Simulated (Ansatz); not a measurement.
AlH5O2Si2, relaxed with RKS PBE0-D4/def2-TZVP in Ansatz from a PBE-D4/def2-SVP geometry. The force threshold is 0.005 eV/Å; the program also tests the step.

The species carries charge 0 and has multiplicity 1.

Start:

```xyz
10

Si   -1.121    0.776    2.047
Al    0.008    0.011    0.029
O     0.717   -1.522   -0.518
Si    1.099   -0.758   -2.001
O     0.435    0.747   -1.530
H    -0.886    2.248    2.246
H    -0.615    0.023    3.248
H    -2.601    0.534    1.910
H     2.577   -0.689   -2.258
H     0.386   -1.369   -3.173
```

(1) How much energy does the relaxation release, and in how many steps? (An estimate is asked.)

(2) Which bonds change most? (Estimate.)

(3) Give the relaxed structure. (Estimate.)

Answers

(1) Ansatz gave: 9.25 kJ/mol, in 4 steps.

(2) The calculation gave: O3–Si4 from 1.711 to 1.668 Å; Si4–O5 from 1.711 to 1.668 Å; Al2–O5 from 1.776 to 1.741 Å.

(3) The calculation gave: 
```xyz
10

Si   -1.113    0.770    2.029
Al    0.008    0.006    0.012
O     0.708   -1.494   -0.529
Si    1.084   -0.747   -1.972
O     0.434    0.719   -1.518
H    -0.876    2.224    2.226
H    -0.605    0.023    3.209
H    -2.575    0.532    1.900
H     2.545   -0.679   -2.224
H     0.389   -1.354   -3.134
```
